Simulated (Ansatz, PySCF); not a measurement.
A series of O-Si bond dissociation energy values:

A. N[Si](N)(O)O -> N[Si](N)O + [OH] (HO)
B. O[Si](O)(O)F [fluoro(trihydroxy)silane] -> [OH] (HO) + O[Si](O)F
C. C[SiH2]O[SiH3] → C[SiH2][O] + [SiH3] (SiH3)
D. O[Si](O)(O)Cl → O[Si](O)Cl + [OH] (HO)
E. O[Si](O)(Cl)Cl [dichloro(dihydroxy)silane] → O[Si](Cl)Cl + [OH] (HO)

Quantity: bond dissociation energy (enthalpy at 298 K, with B3LYP-D3(BJ) rigid-rotor harmonic-oscillator terms), kJ/mol. Structures are relaxed separately at B3LYP-D3(BJ)/def2-TZVP in Ansatz (a quantum-chemistry and plane-wave program), one conformer each, not searched for the lowest. Frequencies are from Ansatz or PySCF. Cores are frozen in the correlated levels unless marked. UHF or UKS for open shells. No spin-orbit coupling. Non-relativistic. Basis-set limits of correlation are two-point, X^-3; Hartree-Fock from the larger set. [CCSD(T)-MP2]/basis is that difference in the basis named.

```json
[
 {"": "A", "PBE0-D4/def2-TZVPD (Ansatz + dftd4)": "543.9", "wB97M-V/def2-TZVPD (Ansatz)": "571.8", "CCSD/cc-pV(D+d)Z (Ansatz)": "525.0", "RI-MP2/CBS(cc-pV(T+d)Z,cc-pV(Q+d)Z)+[CCSD(T)-MP2]/cc-pV(T+d)Z (Ansatz)": "579.8"},
 {"": "B", "PBE0-D4/def2-TZVPD (Ansatz + dftd4)": "552.4", "wB97M-V/def2-TZVPD (Ansatz)": "578.0", "CCSD/cc-pV(D+d)Z (Ansatz)": "536.6", "RI-MP2/CBS(cc-pV(T+d)Z,cc-pV(Q+d)Z)+[CCSD(T)-MP2]/cc-pV(T+d)Z (Ansatz)": "588.2"},
 {"": "C", "PBE0-D4/def2-TZVPD (Ansatz + dftd4)": "509.5", "wB97M-V/def2-TZVPD (Ansatz)": "535.8", "CCSD/cc-pV(D+d)Z (Ansatz)": "484.8", "RI-MP2/CBS(cc-pV(T+d)Z,cc-pV(Q+d)Z)+[CCSD(T)-MP2]/cc-pV(T+d)Z (Ansatz)": "547.4"},
 {"": "D", "PBE0-D4/def2-TZVPD (Ansatz + dftd4)": "542.3", "wB97M-V/def2-TZVPD (Ansatz)": "567.7", "CCSD/cc-pV(D+d)Z (Ansatz)": "521.5", "RI-MP2/CBS(cc-pV(T+d)Z,cc-pV(Q+d)Z)+[CCSD(T)-MP2]/cc-pV(T+d)Z (Ansatz)": "577.5"},
 {"": "E", "PBE0-D4/def2-TZVPD (Ansatz + dftd4)": "529.7", "wB97M-V/def2-TZVPD (Ansatz)": "555.3", "CCSD/cc-pV(D+d)Z (Ansatz)": "506.2", "RI-MP2/CBS(cc-pV(T+d)Z,cc-pV(Q+d)Z)+[CCSD(T)-MP2]/cc-pV(T+d)Z (Ansatz)": "565.2"}
]
```
